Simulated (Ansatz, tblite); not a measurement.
Forces on H₆Au₄⁻ at its PBE-D4/def2-SVPD geometry. Total charge -1; doublet.

In the def2 sets Au takes a core potential; there is no spin–orbit coupling. The xTB rows come from tblite. The structure comes from a short search, and lower isomers may exist.

GFN1-xTB (tblite), largest force 0.94 eV/Å:

```xyz
10
positions Å, forces eV/Å
Au   -0.229    0.455    1.568   -0.010    0.097    0.221
Au    0.029   -0.257   -1.075   -0.040   -0.179   -0.116
Au    0.440   -0.510   -3.824   -0.002   -0.050   -0.019
Au   -0.279    0.891    4.353    0.012    0.158   -0.002
H    -0.108   -1.520   -2.363    0.096    0.326   -0.013
H    -0.142    1.690    2.746   -0.076   -0.828    0.011
H    -0.442   -0.918    0.461    0.282    0.696   -0.351
H     0.548    0.711   -2.434   -0.211   -0.575    0.261
H    -0.376    0.504    5.919    0.046    0.113   -0.900
H     0.559   -1.048   -5.352   -0.097    0.241    0.907
```

GFN2-xTB (tblite), largest force 1.30 eV/Å:

```
Au -0.086 0.071 0.413
Au -0.080 0.069 0.409
Au 0.090 -0.342 -0.996
Au -0.027 0.075 0.646
H -0.043 -0.219 -0.114
H -0.057 -0.997 -0.344
H 0.321 0.897 -0.175
H -0.100 -0.166 0.311
H 0.071 0.206 -1.281
H -0.089 0.407 1.130
```

PBE-D4/def2-TZVPD (Ansatz), largest force 0.15 eV/Å:

```
Au 0.011 -0.021 -0.032
Au -0.006 -0.007 -0.037
Au -0.023 -0.026 0.146
Au -0.001 -0.023 -0.079
H 0.025 0.081 -0.009
H -0.003 -0.047 0.019
H 0.022 0.046 -0.025
H -0.019 -0.062 0.004
H 0.005 0.025 -0.079
H -0.012 0.035 0.092
```
